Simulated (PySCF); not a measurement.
Two species compared at the same levels of theory.

First species: C₇H₁₀.
Structure used (GFN2-xTB), in Å, numbered top down from 1:
```xyz
17
C7H10 angstrom
C     -3.3771   -0.2584    0.4641
C     -2.0667   -0.3642    0.2670
C     -1.2739    0.6813   -0.3402
C      0.0337    0.6447   -0.6029
C      0.9892   -0.4746   -0.3181
C      1.9759   -0.0432    0.7273
C      3.2737    0.0766    0.5238
H     -3.9217    0.6251    0.1724
H     -3.9524   -1.0456    0.9205
H     -1.5549   -1.2660    0.5733
H     -1.8278    1.5738   -0.6064
H      0.4992    1.5127   -1.0531
H      0.4576   -1.3608    0.0310
H      1.5232   -0.7303   -1.2373
H      1.5459    0.1921    1.6923
H      3.9477    0.3982    1.2995
H      3.7213   -0.1494   -0.4306
```

Second species: C5H5FNP.
Geometry (GFN2-xTB, Å), atoms numbered from 1 in this order:
```
atom  x, y, z in Å
C1    -2.145   -0.339   -0.366
C2    -0.668   -0.138   -0.191
C3    -0.194    0.405    0.990
N4     1.064    0.649    1.310
C5     2.021    0.370    0.460
F6     3.259    0.664    0.902
C7     1.916   -0.176   -0.803
P8     0.392   -0.604   -1.502
H9    -2.363   -0.774   -1.340
H10   -2.533   -1.002    0.407
H11   -2.672    0.611   -0.283
H12   -0.903    0.674    1.767
H13    2.822   -0.339   -1.370
```

Levels: CAM-B3LYP/def2-SVPD for dipole moment, HOMO energy, LUMO energy, HOMO–LUMO gap, static isotropic polarisability and electronic spatial extent ⟨r²⟩ about the centre of nuclear charge; TDDFT CAM-B3LYP/def2-SVPD for lowest singlet excitation; TDA CAM-B3LYP/def2-SVPD for lowest triplet excitation (Tamm–Dancoff); GFN2-xTB for rotational constant A and rotational constant C. Geometries: GFN2-xTB. Each species is one conformer at its optimised geometry, gas phase, non-relativistic unless stated; the electronic structure was computed with PySCF and density fitting.

The conformers computed, where there is a choice (atom-mapped SMILES and torsion angles):
- `[CH2:1]=[CH:2]/[CH:3]=[CH:4]\[CH2:5][CH:6]=[CH2:7]`: C1–C2–C3–C4 -178°, C3–C4–C5–C6 -113°, C4–C5–C6–C7 -116°

```tsv
property	column X	column Y
dipole moment	0.17 D	2.95 D
HOMO energy	-7.82 eV	-8.88 eV
LUMO energy	0.20 eV	-1.21 eV
HOMO–LUMO gap	8.02 eV	7.67 eV
lowest singlet excitation	5.65 eV	4.59 eV
lowest triplet excitation (Tamm–Dancoff)	3.20 eV	3.35 eV
static isotropic polarisability	93.2 au	87.2 au
electronic spatial extent ⟨r²⟩ about the centre of nuclear charge	1189 bohr²	1095 bohr²
rotational constant A	9.418 GHz	3.645 GHz
rotational constant C	1.001 GHz	0.996 GHz
```

(1) Which column belongs to which species?

(2) How does each property change from the first species to the second?

## Answers

(1) Column X is the first species and column Y the second. The first has 17 atoms and 52 electrons, the second 13 and 66.

(2) dipole moment +2.78 D; HOMO energy -1.06 eV; LUMO energy -1.41 eV; HOMO–LUMO gap -0.35 eV; lowest singlet excitation -1.06 eV; lowest triplet excitation (Tamm–Dancoff) +0.15 eV; static isotropic polarisability -6.0 au; electronic spatial extent ⟨r²⟩ about the centre of nuclear charge -94 bohr²; rotational constant A -5.773 GHz; rotational constant C -0.005 GHz.

On the first: The principal polarisabilities are 63.0, 69.2 and 147.4 au; their mean is the isotropic value. The vertical singlet–triplet gap S1 − T1 is 2.45 eV (TDDFT singlet less Tamm–Dancoff triplet; S1: HOMO→LUMO, weight 0.97; T1: HOMO→LUMO, weight 0.88).

On the second: The dipole matches unit charges of opposite sign 0.61 Å apart (1 e·Å = 4.8032 D). The vertical singlet–triplet gap S1 − T1 is 1.24 eV (TDDFT singlet less Tamm–Dancoff triplet; S1: HOMO−1→LUMO, weight 0.98; T1: HOMO→LUMO, weight 0.59, beside HOMO−2→LUMO, weight 0.31).
